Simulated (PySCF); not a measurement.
**Orbital picture of GaF**

PBE0 at R = 1.794 Å; Ga def2-TZVPPD, F def2-TZVPPD; no relativity (PySCF 2.14). State: ³Π (triplet), unpaired electrons σ ↑, π ↑, a second solution, started from another occupation. Only the outer orbitals are listed, counted within each symmetry.

```csv
spin,orbital,occ.,ε (eV),on Ga (%),main shells (%)
α,9σ,1,-13.67,36,"63 F p, 33 Ga s"
α,4π,1,-11.51,5,95 F p
α,4π,1,-11.43,5,95 F p
α,10σ,1,-9.74,81,"63 Ga s, 19 F p, 16 Ga p"
α,5π,1,-4.32,100,98 Ga p
α,5π,0,-2.40,99,96 Ga p
β,9σ,1,-12.44,31,"68 F p, 24 Ga s"
β,4π,1,-11.27,4,96 F p
β,4π,1,-11.11,4,96 F p
β,10σ,0,-5.59,88,"77 Ga s, 12 F p, 11 Ga p"
β,5π,0,-1.06,98,97 Ga p
β,5π,0,-0.43,96,95 Ga p
```

Task: Which are the highest filled and the lowest empty level, where do they sit, and how wide is the gap?

Result: Highest filled α 5π at -4.32 eV (in %: 98 Ga p); lowest empty β 10σ at -5.59 eV (in %: 77 Ga s, 12 F p, 11 Ga p); the gap at PBE0 is -1.27 eV.

```json
{
 "bond order (Mayer)": "0.88",
 "⟨S²⟩": "2.003",
 "charge on Ga (Mulliken, basis-dependent)": "0.24",
 "charge on Ga (Löwdin, basis-dependent)": "0.50",
 "dipole moment (positive dipole means Ga(−)F(+))": "-2.26 D"
}
```

Spin–orbit coupling is left out. Counting both spins, an empty level lies below a filled one in this solution, because spin and occupation are held.
